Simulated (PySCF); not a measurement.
Species: C7H7S (doublet state).
SMILES with atom numbers: `[CH3:1][c:2]1[cH:3][cH:4][cH:5][cH:6][c:7]1[S:8]` (hydrogens: H9, H10, H11 on C1; H12 on C3; H13 on C4; H14 on C5; H15 on C6)

The calculation used UKS B3LYP, pcH-1 on C H S, non-relativistic, mean-field spin-orbit, GIAO (PySCF 2.14.0). Geometry: GFN2-xTB; no solvent, vibrations or thermal averaging. A GFN2-xTB geometry isn't a minimum of the functional, and hyperfine couplings can be far from their values at a DFT geometry, by a factor of two or more for some ions and for spin on atoms past the first row.

Output of the driver script. Atoms in this output count from 0.

```
UKS, coarse grid
  cycle   1  E = -669.10423449  |g| = 2.84e-01
  cycle   2  E = -669.11236063  |g| = 2.71e-01
  cycle   3  E = -669.14920204  |g| = 5.36e-02
  cycle   4  E = -669.14994297  |g| = 3.83e-02
  cycle   5  E = -669.15071128  |g| = 8.48e-03
  cycle   6  E = -669.15076867  |g| = 6.30e-03
  cycle   7  E = -669.15079829  |g| = 2.29e-03
  cycle   8  E = -669.15080267  |g| = 1.56e-03
  cycle   9  E = -669.15080568  |g| = 4.05e-04
UKS, final grid
  cycle   1  E = -669.15079778  |g| = 4.47e-04
  cycle   2  E = -669.15079774  |g| = 7.00e-04
  cycle   3  E = -669.15079801  |g| = 1.34e-04
  cycle   4  E = -669.15079804  |g| = 1.23e-04
  cycle   5  E = -669.15079808  |g| = 2.56e-05
  cycle   6  E = -669.15079808  |g| = 1.17e-05
E = -669.15079808 Eh   <S^2> = 0.7655 (exact 0.7500)
g shifts (ppm)      1          2          3
  rmc          -203       -203       -203
  gc             -7         44         41
  oz_so          57      10898     157813
  total        -153      10741     157653
hyperfine (MHz)  atom isotope    a_iso     a_fc   dipolar eigenvalues
    0   13C      -6.09      -6.09     -0.43     -0.36      0.78
    1   13C      13.85      13.85    -13.05    -12.59     25.64
    2   13C     -14.67     -14.67    -10.74      4.83      5.91
    3   13C      17.38      17.38    -16.06    -14.69     30.75
    4   13C     -14.60     -14.60    -10.71      4.85      5.86
    5   13C      12.50      12.50    -12.66    -12.31     24.97
    6   13C     -21.98     -21.98     -4.70      1.64      3.06
    7   33S      14.21      14.21    -67.73    -67.16    134.90
    8    1H      13.70      13.70     -2.49     -1.21      3.70
    9    1H       0.20       0.20     -1.21     -1.08      2.29
   10    1H      13.69      13.69     -2.49     -1.21      3.70
   11    1H       4.13       4.13     -1.80     -0.40      2.19
   12    1H     -13.00     -13.00     -7.90     -0.46      8.36
   13    1H       4.21       4.21     -1.78     -0.40      2.18
   14    1H     -10.85     -10.85     -3.28     -2.23      5.51
```

Question: Find the weak point of this converged calculation.

Answer: The largest g shift is +0.158, past the limit of 0.03 at which the run flags a species of elements up to argon. The orbital-Zeeman/spin–orbit term is second order, a sum of spin–orbit matrix elements over excitation energies, so it grows and becomes less reliable as an excited state comes close; a shift this large should be checked with a method that treats spin–orbit coupling variationally or among several states. The contact and dipolar couplings don't rest on that expansion, but they belong to the state that the SCF found, and a close-lying state with the spin in another orbital would have other couplings; no stability test was run. The run left out the spin–orbit part of the hyperfine coupling.

Question: Where is the spin in this solution (atoms counted from 1)?

Answer: The Mulliken spin populations are largest on S8 (+0.75), C4 (+0.21), C2 (+0.16) and C6 (+0.16). Four atoms exceed +0.15. The positive populations add up to 1.30 and the negative ones to -0.30, together 2S = 1. The unrestricted determinant has ⟨S²⟩ = 0.7655 (exact 0.7500), 2.1 % above the value of a pure doublet state. 

Question: Average a_iso over equivalent nuclei, turn it into first-order splittings with g = 2.0023, and give the multiplets for abundant isotopes (0.05 mT or more).

Answer: 
```csv
nuclei (from 1),isotope,I,position,a_iso (MHz),|a| (mT),splits into
H13,1H,1/2,"5 bonds from S8, on C4 of spin population +0.21",-13.0,0.46,1:1 doublet
H15,1H,1/2,"3 bonds from S8, on C6 of spin population +0.16",-10.9,0.39,1:1 doublet
H9/H10/H11,1H,1/2,4 bonds from S8,9.2,0.33,1:3:3:1 quartet
H14,1H,1/2,4 bonds from S8,4.2,0.15,1:1 doublet
H12,1H,1/2,4 bonds from S8,4.1,0.15,1:1 doublet
```

Means are taken over nuclei equivalent by connectivity, which assumes that they swap fast. The three 1H nuclei of mean +9.2 MHz run from 0.2 to 13.7 MHz in the frozen geometry.

Hardware: one thread of an Arm Neoverse V2, no GPU, shared host. Cost: 60 s of wall time (grids of density and orbitals included), 0.97 GiB resident at most.
